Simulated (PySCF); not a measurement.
One molecule, one basis, several functionals.

Compound: C₃H₇NSi.
SMILES: `C=N[SiH]1CC1`

Torsions of this conformer, `[CH2:1]=[N:2][SiH:3]1[CH2:4][CH2:5]1`: C1–N2–Si3–C4 153°.

PySCF, pcSseg-2 basis, density fitting, gas phase, PBE0-D3(BJ)/def2-SVP geometry. One functional is left out:

| functional | exact exchange (%) | HOMO energy (eV) | LUMO energy (eV) | dipole moment (D) |
| --- | --- | --- | --- | --- |
| B97-D | 0 | -5.58 | -2.01 | 1.105 |
| BLYP | 0 | -5.50 | -1.99 | 1.113 |
| BP86 | 0 | -5.74 | -2.19 | 1.065 |
| LDA | 0 | -5.80 | -2.34 | 1.070 |
| OPBE | 0 | -5.62 | -2.01 | 0.971 |
| PBE | 0 | -5.65 | -2.11 | 1.035 |
| B97-2 | 21 | -6.43 | -1.14 | 1.322 |
| PBE0 | 25 | -6.68 | -1.09 | 1.340 |
| mPW1PW91 | 25 | -6.70 | -1.10 | 1.353 |
| BHandHLYP | 50 | -7.61 | 0.04 | 1.699 |

**Question.** Predict the row of B3LYP (20 % exact exchange) by straight lines through the other rows, and check it.

**Answer.** 
| property | line | computed | computed − line | B97-2 (21 %), for comparison |
| --- | --- | --- | --- | --- |
| HOMO energy (eV) | -6.44 | -6.48 | -0.04 | -6.43 |
| LUMO energy (eV) | -1.26 | -1.33 | -0.07 | -1.14 |
| dipole moment (D) | 1.306 | 1.366 | +0.060 | 1.322 |

**Question.** Which of these properties follows the share of exact exchange most closely, and which least?

**Answer.** Most closely the HOMO energy, least the dipole moment; the correlations over the tabulated rows are HOMO energy -0.992, LUMO energy 0.990, dipole moment 0.983. The HOMO energy moves by -0.397 eV for every 10 %. Functionals with the same share still differ in their other parts: at 0 % BLYP and LDA differ by 0.30 eV in it.
